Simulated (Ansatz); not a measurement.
The cluster Na₄H₅⁻. Total charge -1; quintet. Geometry PBE-D4/def2-SVPD; atoms count from 1.

Cartesian coordinates in Å:
```
Na -0.5591 2.1612 2.2279
Na 0.2409 -2.1749 2.2523
Na 2.1968 0.4327 -0.6809
Na -2.0914 -0.3563 -0.9872
H 0.5089 -2.3727 -1.0219
H -0.2985 2.1767 -1.4190
H -0.0548 0.0032 0.7612
H 0.3425 -1.6606 -0.5138
H -0.2854 1.7907 -0.6184
```

In the quintet geometry the species has come apart into loosely held pieces. In the quintet, H6 and H9 lie 0.89 Å apart, H5 and H8 lie 0.89 Å apart (atoms count from 1), so H2 has formed as a molecule. At PBE0-D4/def2-TZVPD a singlet of charge -1 lies 0.53 eV below the quintet, each at its own geometry. The structure comes from a short search, and lower isomers may exist.

Estimate the Mulliken populations from the PBE0/def2-TZVPD orbitals of Ansatz.


```tsv
atom	charge (e)	spin (α − β)
Na1	-0.11	0.95
Na2	-0.11	0.96
Na3	-0.06	0.96
Na4	-0.06	0.96
H5	0.41	0.05
H6	0.33	0.04
H7	-0.50	0.08
H8	-0.51	-0.01
H9	-0.40	0.00
```
Mulliken values depend strongly on the basis. With diffuse functions, as here, like atoms can get unlike values, and bond orders can come out too low or too high.

Where does the spin sit?

Summed by element: Na 3.84, H 0.16, of 4 unpaired in all. Largest on single atoms: Na4 0.96, Na3 0.96, Na2 0.96.
